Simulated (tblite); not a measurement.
Parent: `[CH3:1][Si@@H:2]1[O:3][Si@@H:4]([Cl:5])[SiH2:6][SiH2:7]1` with C1–Si2–O3–Si4 -126°, Si2–O3–Si4–Cl5 -107°, O3–Si4–Si6–Si7 -8°, Si4–Si6–Si7–Si2 6°, CH9ClOSi4.

The geometries are computed with GFN2-xTB (gas phase). One conformer each, not checked by frequencies here.

```csv
coordinate of the parent,value
C1–Si2,1.898 Å
Si2–O3,1.648 Å
O3–Si4,1.633 Å
Si4–Cl5,2.025 Å
Si4–Si6,2.322 Å
Si6–Si7,2.353 Å
Si2–Si7,2.333 Å
C1–Si2–O3,106.3°
C1–Si2–Si7,115.1°
O3–Si2–Si7,100.4°
Si2–O3–Si4,139.7°
O3–Si4–Cl5,106.2°
O3–Si4–Si6,101.2°
Cl5–Si4–Si6,113.0°
Si4–Si6–Si7,98.6°
Si2–Si7–Si6,99.2°
```

Problem. How does the shared frame change in `[CH3:1][Si@@H:2]1[O:3][Si@@:4]([Cl:5])([CH:6]=[O:7])[SiH2:8][SiH2:9]1` with O3–Si4–C6–O7 68°, C2H9ClO2Si4? Atoms pair as C1 = C1, Si2 = Si2, O3 = O3, Si4 = Si4, Cl5 = Cl5, Si6 = Si8, Si7 = Si9 (parent first).

Solution. 
```
     parent     relative  value in the relative  change
     C1–Si2       C1–Si2                1.899 Å  +0.001
     Si2–O3       Si2–O3                1.659 Å  +0.011
     O3–Si4       O3–Si4                1.629 Å  -0.004
    Si4–Cl5      Si4–Cl5                2.020 Å  -0.005
    Si4–Si6      Si4–Si8                2.322 Å   0.000
    Si6–Si7      Si8–Si9                2.354 Å  +0.001
    Si2–Si7      Si2–Si9                2.335 Å  +0.002
  C1–Si2–O3    C1–Si2–O3                 105.8°    -0.5
 C1–Si2–Si7   C1–Si2–Si9                 115.4°    +0.3
 O3–Si2–Si7   O3–Si2–Si9                 100.0°    -0.4
 Si2–O3–Si4   Si2–O3–Si4                 139.6°    -0.1
 O3–Si4–Cl5   O3–Si4–Cl5                 105.4°    -0.8
 O3–Si4–Si6   O3–Si4–Si8                 102.0°    +0.8
Cl5–Si4–Si6  Cl5–Si4–Si8                 124.3°   +11.3
Si4–Si6–Si7  Si4–Si8–Si9                  98.1°    -0.5
Si2–Si7–Si6  Si2–Si9–Si8                  99.8°    +0.6
```

Of the parent's bonds, Si2–O3 changes most (+0.011 Å). Bonds of the relative outside the shared frame: Si4–C6 1.920, C6=O7 1.206 Å. Point group C1 → C1.
